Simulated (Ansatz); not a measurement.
`BC[SiH2]F` + `CBS` → `BSBC` + `C[SiH2]F`  (ligand exchange at a B–C bond)

Computed with Ansatz on PBE0-D4/def2-TZVP structures; ΔE is electronic, products minus reactants. CCSD(T)/CBS is the MP2 limit (def2-TZVPP, def2-QZVPP) plus CCSD(T) − MP2 in def2-TZVPP, frozen cores. DFT in def2-TZVPP. HSE06 is defined as in plane-wave codes. Each species was taken in one conformer, which may not be the lowest.

`BC[SiH2]F`:

```xyz
10

B     1.042    0.609   -1.027
C    -0.312    0.632   -0.298
Si   -0.480   -0.817    0.873
F    -1.917   -0.715    1.573
H     1.171    0.016   -2.059
H     2.003    1.139   -0.548
H    -1.171    0.521   -0.969
H    -0.446    1.503    0.352
H     0.539   -0.775    1.948
H    -0.429   -2.113    0.155
```

`CBS`:

Z-matrix (Å, degrees):
```
C
B 1 1.558
H 1 1.096 2 109.5
H 1 1.096 2 109.6 3 115.0
H 1 1.092 2 115.2 3 -122.5
S 2 1.782 1 119.7 3 122.5
H 2 1.195 1 121.8 3 -57.5
H 6 1.343 2 98.9 1 -180.0
```

`BSBC`:

Cartesian coordinates in Å:
```
B -1.834 -0.114 -1.586
S -1.337 -0.316 0.120
B 0.433 0.083 0.103
C 1.269 0.023 1.409
H -1.039 0.214 -2.410
H -2.979 -0.323 -1.849
H 0.919 0.384 -0.946
H 2.089 -0.694 1.276
H 0.715 -0.245 2.310
H 1.764 0.988 1.572
```

`C[SiH2]F`:

Z-matrix (Å, degrees):
```
C
Si 1 1.853
H 1 1.094 2 110.1
H 1 1.092 2 111.0 3 -119.6
H 1 1.092 2 111.1 3 119.7
F 2 1.604 1 109.4 3 179.8
H 2 1.485 1 111.5 3 61.3
H 2 1.485 1 111.5 3 -61.7
```

| level | ΔE (kJ/mol) | difference from CCSD(T)/CBS |
| --- | --- | --- |
| BLYP-D4 | -55.4 | 1.4 |
| PBE0-D4 | -55.4 | 1.4 |
| HSE06-D4 | -55.4 | 1.4 |
| CAM-B3LYP-D4 | -53.8 | 3.0 |
| ωB97M-V | -52.9 | 3.9 |
| PBE-QIDH | -56.9 | -0.1 |
| PBE | -55.5 | 1.3 |
| revPBE | -56.0 | 0.8 |
| CAM-B3LYP | -54.0 | 2.8 |
| MP2/def2-SVP | -58.8 | -2.0 |
| CCSD/def2-SVP | -55.1 | 1.7 |
| MP2/def2-TZVPP | -58.7 | -1.9 |
| CCSD(T)/def2-TZVPP | -55.6 | 1.2 |
| HF/def2-QZVPP | -56.5 | 0.3 |
| SCS-MP2/def2-QZVPP | -58.2 | -1.4 |
| MP2/CBS(def2) | -59.9 | -3.1 |
| CCSD(T)/CBS | -56.8 | 0 |

Largest T1 diagnostic among the species: 0.013.

Leaving LDA and LC-ωPBE aside and taking each functional with its dispersion term where it has one, the values, not all of them listed here, spread over 4.3 kJ/mol, from B2PLYP to ωB97M-V. LDA lies +3.1 kJ/mol from PBE without D4.
